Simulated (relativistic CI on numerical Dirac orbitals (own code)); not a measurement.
Fe²⁺: resonant inelastic scattering at the L2,3 edge

Computed with this model: Dirac-Coulomb-Breit CI, separate exchange-only KLI orbitals for each configuration, model QED (radiative potential, 1s self-energy scaled to tabulated hydrogen-like ionisation energies), valence Slater integrals scaled by 0.9, Kramers-Heisenberg scattering through one core-hole configuration in a parametric crystal field; configurations [Ar] 3d6 → [He] 2s2 2p5 3s2 3p6 3d7; 300 K; core-hole width 0.4 eV; summed over polarisations. Incident energies are the highest absorption maxima for each field (at most a few, so the weaker spin-orbit partner edge can be absent), on the computed scale of the free ion. Intensities are in per cent of the strongest line above 0.02 eV; levels within 1 cm⁻¹ are merged; final levels count from the ground level, the first row holds all elastic scattering, lines under 0.4 are left out and each table stops after 24 rows. The scale of the Slater integrals is a model choice and moves the terms in proportion.

Field parameters in Wybourne normalisation: Td as Oh with Dq negative (B⁴₀ = 21Dq, B⁴₄ = √(5/14) B⁴₀). The field is a parameter set, without covalency.

S is read from ⟨S²⟩ = S(S + 1).

Td, 10Dq = -1450 cm⁻¹:

```csv
Final level (eV),Degeneracy,Irrep,S,709.2 eV,709.9 eV,710.7 eV
0.000,1,A1,2.00,162.6,226.1,207.7
0.003,3,T1,2.00,8.5,24.1,55.9
0.007,2,E,2.00,7.5,37.3,45.7
0.013,3,T2,2.00,15.8,39.4,23.6
0.019,1,A2,2.00,5.4,14.0,5.5
0.164,3,T2,2.00,22.5,56.8,100.0
0.190,3,T1,2.00,16.6,38.5,41.9
0.196,2,E,2.00,11.8,28.1,41.1
0.225,3,T2,2.00,15.7,66.5,11.4
0.232,3,T1,2.00,15.5,51.1,22.0
0.238,1,A1,2.00,2.2,27.8,9.9
2.413,1,A1,1.00,1.2,0.1,0.1
2.422,3,T1,1.00,3.3,0.8,0.4
2.435,3,T2,1.00,2.9,1.5,0.4
2.443,2,E,1.00,2.6,1.4,0.4
2.497,3,T1,1.00,2.2,1.2,0.2
2.499,3,T2,1.00,2.1,1.1,0.2
2.573,1,A2,1.00,1.4,0.2,0.1
2.581,3,T2,1.00,4.7,0.5,0.5
2.587,2,E,1.00,3.5,0.2,0.4
2.599,3,T2,1.00,4.0,0.9,0.7
2.611,3,T1,1.00,3.4,2.9,0.3
2.612,2,E,1.00,2.0,1.7,0.3
2.651,3,T1,1.00,3.8,5.6,0.5
```

Td, 10Dq = -3250 cm⁻¹:

```csv
Final level (eV),Degeneracy,Irrep,S,709.3 eV,710 eV,710.9 eV
0.000,1,A1,2.00,184.4,213.3,152.4
0.002,3,T1,2.00,12.7,19.7,35.4
0.005,2,E,2.00,11.7,34.4,29.9
0.008,3,T2,2.00,24.4,37.3,15.4
0.011,1,A2,2.00,7.7,12.3,4.5
0.376,3,T2,2.00,29.3,52.3,100.0
0.403,3,T1,2.00,20.4,49.3,45.4
0.405,2,E,2.00,13.1,38.1,44.6
0.439,3,T2,2.00,21.0,85.8,11.7
0.442,3,T1,2.00,16.6,63.0,22.4
0.445,1,A1,2.00,1.8,32.3,12.7
2.300,1,A1,1.00,2.1,0.3,0.3
2.303,3,T2,1.00,3.6,2.0,1.1
2.305,3,T1,1.00,4.5,1.9,1.0
2.306,2,E,1.00,3.5,2.1,0.8
2.514,3,T2,1.00,2.2,0.7,0.3
2.514,3,T1,1.00,2.3,1.0,0.3
2.637,3,T2,1.00,5.6,0.9,1.2
2.637,2,E,1.00,4.2,0.6,0.6
2.663,1,A2,1.00,1.9,0.7,0.2
2.674,3,T2,1.00,6.2,1.8,1.1
2.690,2,E,1.00,4.2,2.7,0.5
2.701,3,T1,1.00,5.4,4.0,0.3
2.730,3,T1,1.00,10.0,8.7,1.2
```

Td, 10Dq = -5050 cm⁻¹:

| Final level (eV) | Degeneracy | Irrep | S | 709.4 eV | 710.1 eV | 711 eV |
| --- | --- | --- | --- | --- | --- | --- |
| 0.000 | 1 | A1 | 2.00 | 175.5 | 168.1 | 99.7 |
| 0.002 | 3 | T1 | 2.00 | 14.7 | 12.2 | 21.1 |
| 0.004 | 2 | E | 2.00 | 15.9 | 25.8 | 19.6 |
| 0.006 | 3 | T2 | 2.00 | 26.3 | 26.5 | 11.3 |
| 0.008 | 1 | A2 | 2.00 | 9.0 | 9.0 | 4.5 |
| 0.596 | 3 | T2 | 2.00 | 28.3 | 42.4 | 100.0 |
| 0.622 | 3 | T1 | 2.00 | 18.4 | 49.9 | 40.3 |
| 0.623 | 2 | E | 2.00 | 10.2 | 36.2 | 38.6 |
| 0.659 | 3 | T2 | 2.00 | 17.3 | 70.8 | 9.3 |
| 0.661 | 3 | T1 | 2.00 | 12.6 | 53.3 | 16.5 |
| 0.662 | 1 | A1 | 2.00 | 2.0 | 22.3 | 9.2 |
| 2.135 | 3 | T2 | 1.00 | 2.8 | 1.8 | 1.8 |
| 2.137 | 2 | E | 1.00 | 2.3 | 2.3 | 1.1 |
| 2.151 | 3 | T1 | 1.00 | 4.7 | 2.4 | 1.5 |
| 2.152 | 1 | A1 | 1.00 | 2.3 | 0.5 | 0.5 |
| 2.529 | 3 | T2 | 1.00 | 1.6 | 0.6 | 0.4 |
| 2.530 | 3 | T1 | 1.00 | 2.0 | 0.7 | 0.4 |
| 2.650 | 3 | T2 | 1.00 | 5.3 | 1.3 | 1.4 |
| 2.651 | 2 | E | 1.00 | 3.8 | 1.1 | 0.5 |
| 2.710 | 1 | A2 | 1.00 | 2.1 | 1.0 | 0.3 |
| 2.720 | 3 | T2 | 1.00 | 7.1 | 2.4 | 1.2 |
| 2.737 | 3 | T1 | 1.00 | 9.6 | 7.3 | 1.2 |
| 2.738 | 2 | E | 0.99 | 5.4 | 2.8 | 0.6 |
| 2.751 | 3 | T1 | 1.00 | 6.0 | 2.7 | 0.5 |

For the first field the strongest loss at the lowest incident energy is the level at 2.87 eV (S = 1.00, against 2.00 in the thermal ground state). Levels of other spin, the first over 8 % at 2.87 eV, appear because spin-orbit coupling of the core hole, and in heavier ions of the valence shell too, mixes spins.
